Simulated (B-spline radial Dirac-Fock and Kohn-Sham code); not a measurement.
**Core and valence levels of Os³²⁺**

System: osmium as Os³²⁺, configuration [Kr] 4d8; nuclear rms radius 5.4126 fm (A = 192).

Method: Dirac-Fock ΔSCF + Breit + QED. Computed with an atomic code on a B-spline grid. Correlation energy is missing from these numbers. Energies are counted from the vacuum level. Subshells whose hole state is unreliable or did not converge are left out.

All terms are in eV, carry their sign (relaxation lowers the binding energy) and add up to the binding energy; ⟨r⟩ is the mean radius of the orbital in the initial state.

```
subshell  −ε (Koopmans)  relaxation    Gaunt  retardation  self-energy  vacuum polarisation  binding energy  ⟨r⟩ (bohr)
       K        75572.3      -65.95  -276.80        25.58      -163.45                31.93         75123.6       0.018
      L1        14317.7      -29.77   -31.18         2.30       -23.81                 4.38         14239.6       0.074
      L2        13731.3      -34.42   -53.09         5.69        -0.31                 0.21         13649.4       0.061
      L3        12198.5      -31.07   -36.46         7.79        -1.79                -0.16         12136.8       0.070
      M1         4329.7       -9.11    -6.02         0.42        -5.54                 0.99          4310.4       0.192
      M2         4070.3      -10.01   -10.28         0.98        -0.18                 0.05          4050.9       0.182
      M3         3726.7       -8.84    -6.85         1.53        -0.45                -0.05          3712.0       0.197
      N1         1786.1       -1.56    -1.71         0.15        -1.60                 0.29          1781.7       0.403
      N2         1671.3       -1.64    -2.84         0.30        -0.04                 0.01          1667.1       0.402
      N3         1572.6       -1.41    -1.87         0.46        -0.12                -0.01          1569.6       0.425
    N4,5         1376.6       -1.48    -0.90         0.15         0.08                -0.01          1374.5       0.426
```

For the deepest level, K (1s), the Breit terms make up -0.334 % of the binding energy, QED -0.175 % and orbital relaxation -0.088 %.

Spin-orbit splittings: 2p 1512.6 eV, 3p 338.8 eV, 4p 97.47 eV.

Going to the tabulated ground configuration of the next ion removes an electron from N4,5 (4d), computed at 1374.5 eV. NIST lists 1364 ± 4 eV as the ionisation energy of this species (theoretical), -10.48 eV from the computed value. Where a p, d or f shell is open in either ion the computed value averages over both j values and all terms, while the table refers to the lowest levels; that difference holds spin-orbit splitting (largest in heavy or highly charged ions), term energies where several electrons share open shells, and correlation, and it can reach 10 % or more.
